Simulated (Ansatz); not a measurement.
Ideal-gas functions of C2H5NSe (`C=NC[SeH]`) at 500 K and 1 bar, from an Ansatz frequency run at PBE0-D4/def2-TZVP.

Molar mass 122.03 g/mol, point group C1 (symmetry number 1), electronic degeneracy 1, moments of inertia 25.572, 245.69, 254.143 u Å². Harmonic wavenumbers (cm⁻¹, unscaled): 109, 193, 292, 434, 591, 714, 786, 979, 1015, 1068, 1188, 1248, 1267, 1463, 1490, 1746, 2440, 3009, 3024, 3121, 3163.

Use S(trans) = R[1.5 ln M + 2.5 ln T − 1.1517]; rotational temperatures θ = 24.2544 K / I; S(rot) = R[ln(√π/σ · √(T³/θAθBθC)) + 1.5]; for each mode x = 1.438777 ν̃/T, S = R[x/(eˣ − 1) − ln(1 − e⁻ˣ)] and H = RT x/(eˣ − 1); 1 cm⁻¹ = 0.0119627 kJ/mol; R = 8.31446 J/(mol·K).

**Question.** By hand: the entropy, in J/(mol·K).

**Answer.** Translation 179.5. Rotation: θ = 0.9485, 0.0987, 0.0954 K, giving 114.4. Vibration, mode by mode: 17.99, 13.31, 10.00, 6.99, 4.83, 3.65, 3.10, 2.00, 1.84, 1.63, 1.24, 1.08, 1.03, 0.65, 0.61, 0.33, 0.06, 0.01, 0.01, 0.01, 0.01, in all 70.4. Electronic 0.0. Sum 364.3 J/(mol·K).

**Question.** By hand: H − E and G − E in kJ/mol, counted from the electronic energy.

**Answer.** Zero-point energy ½ × 29340 × 0.0119627 = 175.5; thermal vibration 19.4; translation, rotation and pV give 4 RT = 16.6. H − E = 211.5 kJ/mol, and G − E = 211.5 − 500 × 364.3/1000 = 29.3 kJ/mol.

Vibration gives 19 % of the entropy, 18.0 J/(mol·K) of it from the mode under 150 cm⁻¹: soft modes count most, and the harmonic formula is weakest for them. The sum counts one conformer and one mirror image; others add a mixing term.
